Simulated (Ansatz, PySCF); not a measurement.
Gas-phase reaction (SMILES): Cl[SiH](Cl)Cl [trichlorosilane] + N (NH3) → N[Si](Cl)(Cl)Cl + [H][H] (H2); ammonia cleaves one Si-H bond, a model of a ligand-exchange step.

Each molecule is optimised on its own at B3LYP-D3(BJ)/def2-TZVP (Ansatz, a first-principles code), one conformer each, not searched for the lowest. Valence correlation only, unless marked. Spin-orbit coupling is left out. Non-relativistic. CBS(X,Y): correlation extrapolated as X^-3; Hartree-Fock from the larger set. The bracket is a focal-point correction in the basis named. Thermal terms are rigid-rotor harmonic-oscillator values from B3LYP-D3(BJ) frequencies (Ansatz or PySCF) at 298.15 K and 1 atm. 1 Eh = 627.5095 kcal/mol.

| species | E, RI-MP2/CBS(aug-cc-pV(T+d)Z,aug-cc-pV(Q+d)Z)+[CCSD(T)-MP2]/aug-cc-pV(T+d)Z (Ansatz) (Eh) | E, wB97M-V/def2-TZVPD (Ansatz) (Eh) | H - E (Eh) | G - E (Eh) |
|---|---|---|---|---|
| Cl[SiH](Cl)Cl | -1669.15862 | -1670.82166 | 0.02027 | -0.01548 |
| N (NH3) | -56.50756 | -56.55014 | 0.03799 | 0.01614 |
| N[Si](Cl)(Cl)Cl | -1724.50925 | -1726.22954 | 0.03959 | -0.00133 |
| [H][H] (H2) | -1.17524 | -1.16077 | 0.01336 | -0.00144 |

Question: Work out ΔE and ΔH, ΔG, ΔS and the equilibrium constant at 298.15 K at the first level, then ΔH at the second.

Answer: 
1. ΔE = [(-1724.50925) + (-1.17524)] - [(-1669.15862) + (-56.50756)] = -0.01831 Eh = -11.5 kcal/mol at RI-MP2/CBS(aug-cc-pV(T+d)Z,aug-cc-pV(Q+d)Z)+[CCSD(T)-MP2]/aug-cc-pV(T+d)Z.
2. The terms H - E add up to -0.00531 Eh, so ΔH = (-0.01831 + (-0.00531))×627.5095 = -14.8 kcal/mol.
3. The terms G - E add up to -0.00343 Eh, so ΔG = -13.6 kcal/mol, and ΔS = (-0.00531 - (-0.00343))×627509.5/298.15 = -4.0 cal/(mol K).
4. log10 K = -ΔG/(RT ln 10) = 10.0, with RT ln 10 = 1.3642 kcal/mol.
5. At wB97M-V/def2-TZVPD the same steps give ΔE = -11.6 and ΔH = -14.9 kcal/mol, a shift of -0.1 from the first level.
6. These values are not checked against measurement here, since the tables used lack a sound gas-phase enthalpy of formation for at least one species.
